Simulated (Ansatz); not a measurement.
Basis sets compared for GeMeCl3 (CH₃Cl₃Ge). Total charge 0; singlet. Geometry r2SCAN-D4/def2-SVP. Ansatz on 4 threads of Intel Xeon on a shared host; times are rough, and most runs start from earlier orbitals.

```xyz
8

Ge   -0.0912   -0.5685    0.5641
C     0.1267    0.7895   -0.7835
H    -0.8206    0.9118   -1.3273
H     0.9194    0.4812   -1.4796
H     0.4034    1.7362   -0.2985
Cl    1.7412   -0.8978    1.6395
Cl   -0.6823   -2.4422   -0.3088
Cl   -1.5966   -0.0102    1.9940
```

The 6-31G sets use Cartesian d functions. LC-ωPBE has ω = 0.4 bohr⁻¹.

Binding counts from free atoms (Ge triplet, C triplet, H doublet, Cl doublet) in the same basis, without a counterpoise term.

```
                         level  functions  energy (Eh)  HOMO (eV)  LUMO (eV)  binding per atom (eV)  wall time
                     HF/STO-3G         53   -3454.8474     -10.82       5.87                   3.36     0.45 s
                      HF/6-31G         83   -3493.1469     -12.69       1.86                   2.23      1.4 s
               PBE-D4/def2-SVP        115   -3496.0066      -7.47      -1.93                   3.49      1.4 s
PBE-D4/def2-TZVP (with forces)        208   -3496.7972      -7.72      -2.25                   3.49      3.8 s
              PBE0-D4/def2-SVP        115   -3496.1861      -8.99      -0.96                   3.45      2.3 s
             PBE0-D4/def2-TZVP        208   -3496.9696      -9.17      -1.27                   3.45      5.5 s
             LC-ωPBE/def2-TZVP        208   -3497.0481     -11.97       1.03                   3.39      4.1 s
```

(1) Estimate the rows for PBE-D4/def2-TZVPD, PBE0-D4/def2-TZVPD, LC-ωPBE/def2-TZVPD.

Answers

(1) 
| level | functions | energy (Eh) | HOMO (eV) | LUMO (eV) | binding per atom (eV) | wall time |
| --- | --- | --- | --- | --- | --- | --- |
| PBE-D4/def2-TZVPD | 256 | -3496.8001 | -7.78 | -2.38 | 3.49 | 4.8 s |
| PBE0-D4/def2-TZVPD | 256 | -3496.9719 | -9.21 | -1.41 | 3.45 | 8 s |
| LC-ωPBE/def2-TZVPD | 256 | -3497.0507 | -12.00 | 0.69 | 3.39 | 6.5 s |
